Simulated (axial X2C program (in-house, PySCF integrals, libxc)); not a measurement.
# Spin–orbit effects down a group: molecules with Cs, PBE0

Calculated with an axial X2C code built on PySCF integrals, spin-free (one-electron X2C) or two-component (2c: spin–orbit coupling with atomic mean-field Coulomb and Gaunt terms, which also bring small scalar terms), in Dyall basis sets with cores contracted in-house; open shells are unrestricted.

Basis sets: Cs dyall-cv3z, O dyall-av3z, S dyall-av3z, Se dyall-cv3z.

```tsv
molecule	spin-free state	Re (Å)	ωe (cm⁻¹)	De (eV)	2c state	Re 2c (Å)	ωe 2c (cm⁻¹)	De 2c (eV)
CsO	M_S = 1/2, Λ = 0	2.283	358.8	3.17	Ω = 1/2	2.281	359.1	3.18
CsS	M_S = 1/2, Λ = 1	3.053	197.3	2.76	Ω = 3/2	3.051	197.5	2.78
CsSe	M_S = 1/2, Λ = 1	3.188	135.0	2.58	Ω = 3/2	3.187	134.9	2.62
```

Question: Work out the shifts from the spin-free to the two-component result.

Answer: 

| molecule | 2c state | ΔRe (Å) | Δωe (cm⁻¹) | ΔDe (eV) |
| --- | --- | --- | --- | --- |
| CsO | Ω = 1/2 | -0.002 | 0.3 | 0.01 |
| CsS | Ω = 3/2 | -0.002 | 0.2 | 0.02 |
| CsSe | Ω = 3/2 | -0.001 | -0.1 | 0.04 |

Shifts of one unit in the last digit are rounding.

Each entry is the lowest single determinant of a limited PBE0 search at one distance. De goes to single-determinant-based atoms at the same level (for ions the charge split of lowest energy) and is withheld (n/a) where an atom does not fit its ground term or J level. Main or longest-lived isotopes. One determinant is a doubtful description, or other states lie close, for CsO, CsS, CsSe; these need not be ground states, and all values refer to the states named. Some light 2c atoms are not at their ground J level, so De misses part of their lowering (0.04 eV or less). The functionals have no current term, which raises determinants with orbital currents.
